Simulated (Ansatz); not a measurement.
The cluster Cs₄Cl₄⁻, relaxed as a doublet with UKS PBE-D4/def2-SVPD in Ansatz, starting from the GFN1-xTB geometry. Force threshold 0.02 eV/Å.

In the def2 sets Cs takes a core potential; there is no spin–orbit coupling. The highest occupied level of the charge -1 doublet lies above zero (up to 0.45 eV). The electron is either unbound and held by the finite basis, or the level is raised by self-interaction error. Another isomer (doublet) lies 0.12 eV lower at PBE0-D4/def2-TZVPD; other spin states weren't run for this one.

Start:

```xyz
8

Cs   -1.960   -0.167    1.183
Cs   -0.679   -2.701   -1.741
Cs    2.258   -0.068    0.373
Cs    0.126    3.141   -0.965
Cl    1.012   -2.781    0.801
Cl    3.099    2.500   -1.072
Cl   -3.425   -2.240   -0.514
Cl   -0.432    2.317    1.936
```

(1) Estimate the energy that the relaxation releases and the steps that it takes.

(2) Does the start keep its bonding?

(3) Predict the relaxed structure.

## Answers

(1) 24.3 kcal/mol, in 10 steps; 90 s on 4 threads of Arm Neoverse V2 on a shared host. The force fell under the threshold at step 9, but the optimiser went on. No frequencies were taken in this run, so the end may be a saddle point.

(2) By distances, no bond broke or formed, bridged metal pairs apart. The bond that changes most is Cs1–Cl5, from 3.98 to 3.38 Å (atoms count from 1). Metal–metal contacts that move far: Cs1–Cs4 4.46 to 5.72 Å, Cs2–Cs3 4.48 to 5.71 Å. The end is the same structure that another start reached.

(3) 
Cartesian coordinates in Å:
```
Cs -1.995 -0.940 1.900
Cs -0.979 -2.423 -2.203
Cs 2.621 0.436 1.189
Cs 0.218 3.038 -1.563
Cl 0.822 -2.345 0.674
Cl 3.440 2.582 -1.132
Cl -3.766 -2.319 -0.472
Cl -0.359 1.971 1.608
```
Bond lengths (bridged metal pairs left out): 10 × Cl–Cs 3.27 to 3.40 Å; 1 × Cs–Cs 5.63 Å.
